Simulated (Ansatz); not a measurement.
Basis-set extrapolation for `C#C[Si](F)(Cl)Cl` (PBE0-D4/def2-TZVP geometry, frozen core, Ansatz 0.2.0). Multiplicity 1, RHF reference.

```tsv
	def2-TZVPP	def2-QZVPP
HF	-1383.933900	-1383.976376
MP2 correlation	-1.029111	-1.121894
CCSD(T) correlation	-1.113586	not run
```

Energies in hartree. Use E(X) = E(∞) + A·exp(−7.88·√X) for Hartree–Fock and E(X) = E(∞) + B·X^(−2.97) for correlation, with X = 3 and 4, and add CCSD(T) minus MP2 of the smaller set to the MP2 limit.

Question: What is the CCSD(T) energy at the basis-set limit?

Answer: HF limit: -1383.976376 + (-0.042476) × 0.13774 = -1383.98223. MP2 limit: -1.121894 + (-0.092783) × 0.74074 = -1.19062. Higher-order term: -1.113586 − (-1.029111) = -0.08447. Total: -1385.25732 hartree, 5.71 eV below CCSD(T)/def2-TZVPP.
